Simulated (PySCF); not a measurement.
Ligand exchange on a metal centre used in film growth or etching (Ti F-OH). All species are isolated molecules in the gas phase. One relaxed conformer stands for each flexible species; it need not be the lowest.

The numbers are results of B3LYP-D3(BJ)/def2-TZVP // BP86-D3(BJ)/def2-SVP in PySCF, not measurements. All candidates: neutral, multiplicity 1. B3LYP has the VWN-RPA correlation part, as in Gaussian. 

* **HOMO**: -12.23 eV
* **LUMO**: -3.56 eV
* **HOMO–LUMO gap**: 8.68 eV

**Question.** Identify which member has these values.
(A) [Ti(F)3(OH)]
(B) [Ti(OH)4]
(C) [Ti(F)2(OH)2]
(D) [Ti(F)4]

**Answer.** D, [Ti(F)4]. The others give [Ti(F)3(OH)]: -10.35 eV, -2.81 eV, 7.55 eV; [Ti(OH)4]: -8.74 eV, -1.59 eV, 7.16 eV; [Ti(F)2(OH)2]: -9.76 eV, -2.32 eV, 7.45 eV
